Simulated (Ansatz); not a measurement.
Reactions of CH4AlFOSi (`F[CH]1[O][Al]1[SiH3]`).

Calculated with Ansatz (gas phase, PBE0-D4/def2-TZVP geometries, no zero-point term in ΔE). CCSD(T)/CBS is the MP2 limit (def2-TZVPP, def2-QZVPP) plus CCSD(T) − MP2 in def2-TZVPP, frozen cores. This one scheme is used for every species. DFT in def2-TZVPP. For Se outer-core shells are correlated without core-valence functions, which leaves a few kJ/mol of doubt a bond. Scalar relativity is left out up to krypton. Each species was taken in one conformer, which may not be the lowest.

```json
{"reaction": "`F[CH]1[O][Al]1[SiH3]` + `O=C[SiH](O)Cl` → `O=C[SiH](Cl)O[SiH3]` + `F[CH]1[O][AlH]1`", "CCSD(T)/CBS(def2) (eV)": "-0.88"}
{"reaction": "`F[CH]1[O][Al]1[SiH3]` → `[F][Al]1[O]C[SiH2]1`", "CCSD(T)/CBS(def2) (eV)": "?"}
{"reaction": "`F[CH]1[O][Al]1[SiH3]` → `F[CH]1[O][AlH]1` + `[SiH2]`", "CCSD(T)/CBS(def2) (eV)": "?"}
{"reaction": "`F[CH]1[O][Al]1[SiH3]` + `CN[SiH2]Cl` → `CN([SiH3])[SiH2]Cl` + `F[CH]1[O][AlH]1`", "CCSD(T)/CBS(def2) (eV)": "-0.35"}
{"reaction": "`F[CH]1[O][Al]1[SiH3]` + H₂ → `F[CH]1[O][AlH]1` + SiH₄", "CCSD(T)/CBS(def2) (eV)": "-0.02"}
{"reaction": "`F[CH]1[O][Al]1[SiH3]` + `N=C(N)[SeH]` → `N=C(N)[Se][SiH3]` + `F[CH]1[O][AlH]1`", "CCSD(T)/CBS(def2) (eV)": "-0.47"}
{"reaction": "`F[CH]1[O][Al]1[SiH3]` → `[F][Al]1[CH2]O[SiH2]1`", "CCSD(T)/CBS(def2) (eV)": "-2.93"}
{"reaction": "`F[CH]1[O][Al]1[SiH3]` + `CO[SiH](N)O` → `CO[SiH](N)O[SiH3]` + `F[CH]1[O][AlH]1`", "CCSD(T)/CBS(def2) (eV)": "?"}
{"reaction": "`F[CH]1[O][Al]1[SiH3]` + H₂ → `[SiH3][Al]1[CH2][O]1` + H–F", "CCSD(T)/CBS(def2) (eV)": "-0.78"}
{"reaction": "`F[CH]1[O][Al]1[SiH3]` + `OBF` → `FBO[SiH3]` + `F[CH]1[O][AlH]1`", "CCSD(T)/CBS(def2) (eV)": "-0.69"}
```

Problem. Fill in the missing values. (An estimate is asked.)

Solution. Ansatz gave: `F[CH]1[O][Al]1[SiH3]` → `[F][Al]1[O]C[SiH2]1`: -3.52 eV; `F[CH]1[O][Al]1[SiH3]` → `F[CH]1[O][AlH]1` + `[SiH2]`: +2.63 eV; `F[CH]1[O][Al]1[SiH3]` + `CO[SiH](N)O` → `CO[SiH](N)O[SiH3]` + `F[CH]1[O][AlH]1`: -0.91 eV.

Largest T1 diagnostic: 0.018, for `F[CH]1[O][Al]1[SiH3]`.
